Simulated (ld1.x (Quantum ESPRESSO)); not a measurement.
**Scattering properties, TM potential for Nb (Z = 41)**

ld1.x (Quantum ESPRESSO) 7.5 input, shortened:

```
&input
   title='Nb', zed=41., rel=1, dft='PZ', iswitch=3,
   config='[Kr] 4d4 5s0.75 5p0.25'
 /
 &inputp
   pseudotype=2, tm=.true., lloc=-2, rcloc=3.75,
   nlcc=.false.
 /
3
5S  1  0   0.75   0.00  2.40  2.40  0.0
5P  2  1   0.25   0.00  4.15  4.15  0.0
4D  3  2   4.00   0.00  1.60  1.60  0.0
 &test
   configts(1)='4d4 5s0.75 5p0.25'
 /
```

The phase is arctan(r·u′/u) with u = r·R(r), unwrapped; energies in Ry, scanned from -2 to 5 Ry. A pole is an energy at which the radial function vanishes at the test radius. The pseudo phase is shifted by a multiple of π to meet the all-electron one at the reference energy, and phase errors are pseudo minus all-electron; the curves can meet again beyond the range given. Levels narrower than the energy grid can be missing from the lists of poles.

| channel | radius (bohr) | reference energy (Ry) | poles, all-electron | poles, pseudo | unbroken range about the reference energy with phases within 0.05 rad | phase error 1 Ry above the reference energy (rad) |
| --- | --- | --- | --- | --- | --- | --- |
| s | 4.50 | -0.33 | -0.01, 2.56 | -0.01, 2.13, 3.56 | below 0.9 | -0.005 |
| p | 4.50 | -0.10 | 0.50, 3.20 | 0.48, 2.36 | below 1.0 | -0.035 |
| d | 4.50 | -0.26 | -0.20, 1.53, 4.45 | -0.20, 1.76 | below 0.3 | +0.232 |

Phases in the s channel:

```
E (Ry)  all-electron  pseudo
 -2.00         1.396   1.396
 -1.52         1.360   1.360
 -1.04         1.283   1.283
 -0.56         0.849   0.849
 -0.08        -1.517  -1.517
  0.40        -1.757  -1.758
  0.88        -2.170  -2.196
  1.36        -4.218  -4.294
  1.84        -4.580  -4.626
  2.32        -4.681  -4.777
  2.80        -4.742  -7.513
  3.28        -4.803  -7.814
  3.76        -4.910  -7.878
  4.24        -5.474  -7.931
  4.72        -7.510  -8.012
```
